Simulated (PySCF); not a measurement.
Input for PySCF: R-HF/3-21G on NH3 (SMILES N).

```python
from pyscf import gto, scf, dft, mp
from pyscf.data.elements import chemcore

mol = gto.M(
    atom='''
    N     0.02759467   -0.06639795    0.46094926
    H    -0.92041944   -0.34525065    0.23491885
    H     0.27489289    0.70251511   -0.15196981
    H     0.63870079   -0.84437725    0.23990681
    ''',
    basis='3-21g',
    charge=0, spin=0, verbose=3, max_memory=1800)
mf = scf.RHF(mol)
mf.conv_tol = 1e-8
mf.max_cycle = 100
mf.kernel()
if not mf.converged:
    mf = mf.newton().run(mf.mo_coeff, mf.mo_occ)
```

Program output:

```
converged SCF energy = -55.8709806486192
```

The calculation finished and met its thresholds.

Cost: roughly 0.09 core-seconds.
